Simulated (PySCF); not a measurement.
Ionisation energy of S⁴⁺ by level of theory

S⁴⁺ [Ne] 3s2 (1S) → S⁵⁺ [Ne] 3s1 (2S), as a difference of total energies. Calculation: PySCF 2.14, in an even-tempered Gaussian basis (20 s from 0.13 bohr⁻², ratio 2.5; 12 p from 0.17 bohr⁻², ratio 2.5; 5 d from 0.94 bohr⁻², ratio 2.7; 5 f from 1.4 bohr⁻², ratio 2.7); scalar relativity by spin-free X2C-1e. Correlated levels: outer shells: 1s2 frozen; virtual orbitals above 40 to 60 times the deepest correlated orbital energy dropped. The calculations carry no spin-orbit coupling.

```json
{"method": "UHF", "ionisation energy (eV)": "70.805"}
{"method": "LDA", "ionisation energy (eV)": "72.676"}
{"method": "PBE", "ionisation energy (eV)": "72.546"}
{"method": "PBE0", "ionisation energy (eV)": "72.348"}
{"method": "r2SCAN", "ionisation energy (eV)": "71.755"}
{"method": "TPSSh", "ionisation energy (eV)": "72.203"}
{"method": "B3LYP", "ionisation energy (eV)": "72.699"}
{"method": "MP2 (outer shells)", "ionisation energy (eV)": "72.250"}
{"method": "SCS-MP2 (outer shells)", "ionisation energy (eV)": "72.387"}
```

MP2 underrates the near-degeneracy of ns² with np² in the lower species.

Q: Which method comes closest to the reference value, and which is furthest?

A: The reference is 72.594 eV (measured; NIST Atomic Spectra Database, ionization energies). Closest: PBE (error -0.048 eV); furthest: UHF (error -1.789 eV).
